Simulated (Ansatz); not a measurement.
Sc, sextet (another spin typed on purpose, not shown lowest); PBE/6-31G* (Ansatz, a quantum-chemistry and plane-wave program).

Here is a job for Ansatz.
Ansatz 0.2 input:
```yaml
crystal:
  periodic: [false, false, false]
  atoms:
    - {symbol: Sc, position_ang: [0.00000000, 0.00000000, 0.00000000]}
basis:
  gaussian:
    orbitals: 6-31G*
hamiltonian:
  xc: pbe
magnetization: {spin_polarized: true, initial_magnetization: 5}
```

Output, abridged:

```
Functional definition: PBE
404 factors; their error is unknown
mean field evaluation 1: about -20629.4123 eV, gradient 6.9e1 eV
mean field evaluation 2: about -20573.9475 eV, gradient 1.2e2 eV
mean field evaluation 4: about -20628.8131 eV, gradient 3.7e1 eV
mean field evaluation 8: about -20659.3406 eV, gradient 8.9e0 eV
mean field evaluation 16: about -20661.8379 eV, gradient 9.0e-2 eV
mean field evaluation 32: about -20661.8093 eV, gradient 1.6e-4 eV
mean field evaluation 64: about -20661.7294 eV, gradient 5.4e0 eV
mean field evaluation 96: about -20659.9247 eV, gradient 2.6e-2 eV
mean field evaluation 128: about -20659.8094 eV, gradient 1.4e-1 eV
mean field evaluation 160: about -20661.8094 eV, gradient 1.6e-2 eV
mean field evaluation 192: about -20661.8093 eV, gradient 2.1e-6 eV
mean field evaluation 224: about -20661.8143 eV, gradient 1.0e-1 eV
mean field -20661.80931919 eV, -759.3074874029 hartree, gradient 9.9e-6 eV, S^2 8.751425; 11 other end points of the search recorded, 0 dependent functions left out
reference -20661.80935140 eV, -759.3074885865 hartree; 13, 8 occupied and 23, 28 virtual orbitals, 404 factors
Total energy: -20661.80935140 eV, -759.3074885865 hartree
```
